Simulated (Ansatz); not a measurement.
Reactions of `[CH3][GaH][Se]C`.

Isolated molecules relaxed with PBE0-D4/def2-TZVP in Ansatz; ΔE leaves out vibrations. CCSD(T)/CBS adds triple-zeta CCSD(T) − MP2 to the extrapolated MP2 energy (def2 sets, frozen cores). This one scheme is used for every species, atoms too. DFT in def2-TZVPP. Open shells (•) are unrestricted, without spin–orbit coupling. Spin–orbit coupling would lower the free atoms: a little for C; clearly for Ga, Se. For Ga, Ge, Se outer-core shells are correlated without core-valence functions, so the limit isn't a true one: a few kJ/mol of doubt a bond, and 10 to 20 or more in all where bonds break to atoms. Scalar relativity is left out up to krypton. One conformer a species, not always the lowest.

```json
{"reaction": "`[CH3][GaH][Se]C` + `[SH][GaH2]` → `[CH3][GaH][SH]` + `C[Se][GaH2]`", "ωB97M-V (kJ/mol)": "-2", "r2SCAN-D4 (kJ/mol)": "-2", "CCSD(T)/CBS(def2) (kJ/mol)": "-2"}
{"reaction": "`[CH3][GaH][Se]C` + `N[Si](N)([SiH3])Cl` → `C[Se][GaH][Cl]` + `C[Si](N)(N)[SiH3]`", "ωB97M-V (kJ/mol)": "-18", "r2SCAN-D4 (kJ/mol)": "-19", "CCSD(T)/CBS(def2) (kJ/mol)": "-15"}
{"reaction": "`[CH3][GaH][Se]C` + `N=CC[SiH3]` → `[CH3][GaH][SiH3]` + `C[Se]CC=N`", "ωB97M-V (kJ/mol)": "131", "r2SCAN-D4 (kJ/mol)": "133", "CCSD(T)/CBS(def2) (kJ/mol)": "132"}
{"reaction": "`[CH3][GaH][Se]C` → 2 C• + Ga• + 7 H• + Se•", "ωB97M-V (kJ/mol)": "3642", "r2SCAN-D4 (kJ/mol)": "3669", "CCSD(T)/CBS(def2) (kJ/mol)": "3668"}
{"reaction": "`[CH3][GaH][Se]C` + H₂ → `C[Se][GaH2]` + CH₄", "ωB97M-V (kJ/mol)": "-35", "r2SCAN-D4 (kJ/mol)": "-34", "CCSD(T)/CBS(def2) (kJ/mol)": "-29"}
{"reaction": "`[CH3][GaH][Se]C` + PH₃ → `C[Se]P` + `[CH3][GaH2]`", "ωB97M-V (kJ/mol)": "95", "r2SCAN-D4 (kJ/mol)": "98", "CCSD(T)/CBS(def2) (kJ/mol)": "101"}
{"reaction": "`[CH3][GaH][Se]C` → `[CH2]` (triplet) + `C[Se][GaH2]`", "ωB97M-V (kJ/mol)": "471", "r2SCAN-D4 (kJ/mol)": "447", "CCSD(T)/CBS(def2) (kJ/mol)": "474"}
{"reaction": "`[CH3][GaH][Se]C` + `[CH3][GeH3]` → `[CH3][GeH2][Se]C` + `[CH3][GaH2]`", "ωB97M-V (kJ/mol)": "54", "r2SCAN-D4 (kJ/mol)": "59", "CCSD(T)/CBS(def2) (kJ/mol)": "60"}
{"reaction": "`[CH3][GaH][Se]C` + `O=CBF` → `[CH3][GaH][CH]=O` + `C[Se]BF`", "ωB97M-V (kJ/mol)": "50", "r2SCAN-D4 (kJ/mol)": "42", "CCSD(T)/CBS(def2) (kJ/mol)": "52"}
```

Largest T1 diagnostic: 0.015, for `[CH3][GaH][CH]=O`.
